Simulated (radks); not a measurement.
Values are calculated unless marked as measured or tabulated.
Species: Cr+. Configuration: [Ne] 3s2 3p5.75 3d5 4d0.25 (fractional occupations, a model configuration). Code: a radial shooting solver on a logarithmic mesh with Libxc functionals. Model: scalar-relativistic Kohn-Sham, BP86, spin-polarised, spherical densities, point nucleus; open shells are filled with parallel spins first.

Local quantities along the radius. ELF = 1/(1 + alpha^2) is the electron localisation function; alpha = (tau - tau_W)/tau_unif compares the Pauli kinetic energy density with that of the uniform gas (summed over spins). tau is taken from the large components.

r (bohr)	ELF	alpha
0.002417	1.000	0.01516
0.00325	1.000	0.01559
0.004369	1.000	0.01645
0.005874	1.000	0.01792
0.007897	1.000	0.02030
0.01062	0.999	0.02417
0.01428	0.999	0.03072
0.01919	0.998	0.04254
0.0258	0.996	0.06598
0.03469	0.986	0.1183
0.04664	0.941	0.2513
0.06271	0.727	0.6136
0.08431	0.353	1.353
0.1134	0.294	1.551
0.1524	0.577	0.8564
0.2049	0.808	0.4876
0.2755	0.806	0.4911
0.3704	0.398	1.231
0.498	0.171	2.199
0.6695	0.614	0.7924
0.9001	0.798	0.5032
1.201	0.711	0.6379
1.614	0.434	1.143
2.17	0.179	2.140
2.918	0.056	4.095
3.923	0.007	11.79
5.274	0.005	14.79
7.091	0.013	8.608
9.533	0.009	10.44
12.82	0.002	25.69
17.23	0.000	141.5

On this mesh the ELF has minima near r = 0.097, 0.50 bohr, which separate the shells, and maxima near 0.24 (0.83), 0.90 (0.80).
